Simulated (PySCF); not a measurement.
C2H5CdCl, SMILES [Cl][Cd][CH2]C.

Geometry: B3LYP-D3(BJ)/def2-SVP. The structure was generated by enumeration; whether it is a known compound was not checked. The def2 effective core potentials stand for the cores of Cd; spin–orbit coupling is left out. One conformer was computed; it need not be the lowest.

These are B3LYP-D3(BJ)/def2-SVP in PySCF values and carry that method's errors.

Frequencies are harmonic and unscaled.

Problem. Give all harmonic wavenumbers and intensities. (An estimate is asked for; the answer gives what the named calculation found.)

Solution. 
```tsv
mode	ν (cm⁻¹)	IR (km/mol)	Raman (Å⁴/amu)	depolarisation	moving atoms (share of kinetic energy)
1	70	2.2	0.3	0.72	Cl 35 %, Cd 29 %, C 25 %, H 11 %
2	91	2.5	0.3	0.75	H 28 %, Cd 27 %, Cl 23 %, C 22 %
3	227	4.0	5.3	0.26	C 62 %, H 21 %, Cd 12 %
4	243	1.1	0.1	0.75	H 88 %, C 10 %
5	351	35.6	27.5	0.26	Cl 71 %, Cd 15 %, C 10 %
6	488	16.9	20.1	0.18	C 60 %, H 19 %, Cd 17 %
7	647	22.0	0.1	0.75	H 83 %, C 17 %
8	942	3.7	0.4	0.75	H 92 %, C 8 %
9	965	3.4	0.6	0.48	H 78 %, C 22 %
10	1036	4.2	12.1	0.70	C 71 %, H 29 %
11	1187	51.6	70.1	0.19	H 69 %, C 31 %
12	1243	3.0	1.4	0.75	H 76 %, C 24 %
13	1398	7.0	13.0	0.61	H 82 %, C 18 %
14	1443	0.3	10.7	0.74	H 90 %, C 10 %
15	1473	1.3	17.9	0.72	H 96 %
16	1477	7.1	23.9	0.75	H 97 %
17	3011	42.8	240.8	0.12	H 97 %
18	3052	10.0	131.2	0.15	H 95 %
19	3083	22.5	135.7	0.64	H 91 %, C 9 %
20	3096	2.0	130.8	0.75	H 90 %, C 10 %
21	3115	25.2	28.2	0.75	H 90 %, C 10 %
```
